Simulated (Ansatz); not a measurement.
## Ansatz (development build ahead of 0.2.0) run

```yaml
crystal:
  periodic: [false, false, false]
  atoms:
    - { symbol: Li, position_ang: [2.99, 0.0, 0.0] }
    - { symbol: Li, position_ang: [1.495, 2.58942, 0.0] }
    - { symbol: Li, position_ang: [-1.495, 2.58942, 0.0] }
    - { symbol: Li, position_ang: [-2.99, 0.0, 0.0] }
    - { symbol: Li, position_ang: [-1.495, -2.58942, 0.0] }
    - { symbol: Li, position_ang: [1.495, -2.58942, 0.0] }
basis:
  gaussian: { orbitals: def2-SVP }
hamiltonian:
  xc: hf
correlation:
  method: mp2
  frozen_orbitals: { Li: 0 }
output:
  forces: true
```

The input is written out in the form of the current development build from the run's settings.

Output:

```
Converged          : yes
Reference energy   : -44.56310 hartree
Correlation energy : -0.08710 hartree
Total energy       : -44.65020 hartree
```

Forces (eV/Å):
```tsv
atom	Fx	Fy	Fz
Li1	0.053	0.000	0.000
Li2	0.027	0.046	0.000
Li3	-0.027	0.046	0.000
Li4	-0.053	0.000	0.000
Li5	-0.027	-0.046	0.000
Li6	0.027	-0.046	0.000
```
